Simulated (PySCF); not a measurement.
# Ionisation energy of Cd³⁷⁺ by level of theory

Cd³⁷⁺ [Ne] 3s1 (2S) → Cd³⁸⁺ [Ne] (1S), as a difference of total energies. Computed with PySCF 2.14 in an uncontracted even-tempered set (18 s from 6.2 bohr⁻², ratio 2.5; 12 p from 8.1 bohr⁻², ratio 2.5; 4 d from 30 bohr⁻², ratio 2.7; 4 f from 45 bohr⁻², ratio 2.7), with scalar relativity by spin-free X2C-1e. Correlated levels: outer shells: 1s2 frozen; virtual orbitals above 40 to 60 times the deepest correlated orbital energy dropped. The calculations carry no spin-orbit coupling.

```
                method  ionisation energy (eV)
                   UHF                  2497.9
    MP2 (outer shells)                  2498.6
SCS-MP2 (outer shells)                  2498.5
   CCSD (outer shells)                  2498.6
CCSD(T) (outer shells)                  2498.6
```

Breit and QED terms and the two-electron picture change are absent.

For comparison: 2498.62 ± 0.08 eV (semi-empirical (NIST evaluation); NIST Atomic Spectra Database, ionization energies).
